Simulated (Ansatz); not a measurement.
Geometry optimisation, RKS PBE-D4/def2-SVP in Ansatz 0.2.0.

Input:

```yaml
crystal:
  periodic: [false, false, false]
  atoms:
    - { symbol: Ge, position_ang: [0.250236, -0.062606, 0.027041] }
    - { symbol: Cl, position_ang: [0.894356, 0.003435, 2.119452] }
    - { symbol: H, position_ang: [1.732479, 0.051783, -0.351134] }
    - { symbol: F, position_ang: [-0.656181, 1.379512, -0.373688] }
    - { symbol: H, position_ang: [-0.65109, -1.266024, -0.310972] }
basis:
  gaussian: { orbitals: def2-SVP }
hamiltonian:
  xc: pbe
  dispersion: d4
relax:
  f_tol: 0.03
  max_steps: 50
output:
  orbitals: {}
```

Command:

```bash
$ ansatz run input.yaml --threads 1 --pin off --max-ram 2048MiB --backend cpu --events-out ev --progress --plain --runs-dir out
```

Problem. Where does it end, and by what steps?

Solution. The run converged. After 4 steps the energy has fallen by 0.275 eV; H3 moved furthest, 0.30 Å.

```json
{"step": "0", "energy less start (eV)": "0.0000", "largest force component (eV/Å)": "0.995", "accepted": "yes"}
{"step": "1", "energy less start (eV)": "-0.2312", "largest force component (eV/Å)": "0.399", "accepted": "yes"}
{"step": "2", "energy less start (eV)": "-0.2718", "largest force component (eV/Å)": "0.171", "accepted": "yes"}
{"step": "3", "energy less start (eV)": "-0.2746", "largest force component (eV/Å)": "0.037", "accepted": "yes"}
{"step": "4", "energy less start (eV)": "-0.2747", "largest force component (eV/Å)": "0.011", "accepted": "yes"}
```

```xyz
5
Properties=species:S:1:pos:R:3
Ge 0.335 -0.054 0.089
Cl 0.686 -0.006 2.222
H 1.690 0.048 -0.644
F -0.579 1.386 -0.313
H -0.562 -1.268 -0.243
```

Time of the run: 9.7 s on 1 thread of Arm Neoverse V1 (shared host), peak memory 0.14 GiB.
